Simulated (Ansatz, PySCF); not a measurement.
Reaction (SMILES): CCB(OC)OC [ethyl(dimethoxy)borane] + 2 B (BH3) + C (CH4) + 2 O (H2O) -> BC (CH5B) + 2 BO (H3BO) [borinic acid] + CC (C2H6) + 2 CO (CH4O) [methanol]
Geometries: B3LYP-D3(BJ)/def2-TZVP minima from Ansatz (a first-principles code), one conformer each, not searched for the lowest. Frequencies are from Ansatz or PySCF.

Quantity: bond separation energy (enthalpy at 298 K, with B3LYP-D3(BJ) rigid-rotor harmonic-oscillator terms), in kJ/mol. Valence correlation only, unless marked. Spin-orbit coupling is left out. No relativistic terms. CBS marks a two-point X^-3 extrapolation of the correlation energy; Hartree-Fock from the larger set. [CCSD(T)-MP2]/basis is that difference in the basis named.

RI-MP2/CBS(cc-pVTZ,cc-pVQZ)+[CCSD(T)-MP2]/cc-pVTZ (Ansatz) gives -20.3 kJ/mol.

Q: Another calculation gave -25.0 kJ/mol. Which level was it?
(A) revPBE/def2-TZVPD (Ansatz)
(B) HSE06/def2-TZVPD (Ansatz)
(C) wB97M-V/def2-TZVPD (Ansatz)

A: C, wB97M-V/def2-TZVPD (Ansatz). The others give -40.9 (HSE06), -54.9 (revPBE) kJ/mol.
